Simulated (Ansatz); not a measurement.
Isolated molecules relaxed with PBE0-D4/def2-TZVP in Ansatz; ΔE leaves out vibrations. CBS: MP2 limit from def2 TZ/QZ plus the TZ coupled-cluster correction, frozen cores. DFT in def2-TZVPP. Each species was taken in one conformer, which may not be the lowest.

`O[SiH2]C(O)Cl` + `B[Si](C)(F)Cl` → `OC(Cl)[SiH2]Cl` + `B[Si](C)(O)F`  (redistribution)

Question: Is it downhill or uphill in electronic energy at CCSD(T)/CBS, and by how much? (Estimate.)

Answer: The calculation gave: Uphill: ΔE = +0.8 kcal/mol.

Question: What do these levels give: PBE-D4, ωB97X-V, ωB97M-V, r2SCAN, HF/def2-TZVPP, CCSD/def2-TZVPP, CCSD(T)/def2-TZVPP, HF/def2-QZVPP, MP2/def2-QZVPP, HF/CBS(def2), MP2/CBS(def2), CCSD/CBS(def2)? (An estimate is asked.)

Answer: Computed: PBE-D4 1.4, ωB97X-V 0.9, ωB97M-V 1.1, r2SCAN 1.7, HF/def2-TZVPP 1.5, CCSD/def2-TZVPP 0.8, CCSD(T)/def2-TZVPP 0.8, HF/def2-QZVPP 1.5, MP2/def2-QZVPP 0.9, HF/CBS(def2) 1.5, MP2/CBS(def2) 0.9, CCSD/CBS(def2) 0.8 kcal/mol.

Largest T1 diagnostic among the species: 0.011.
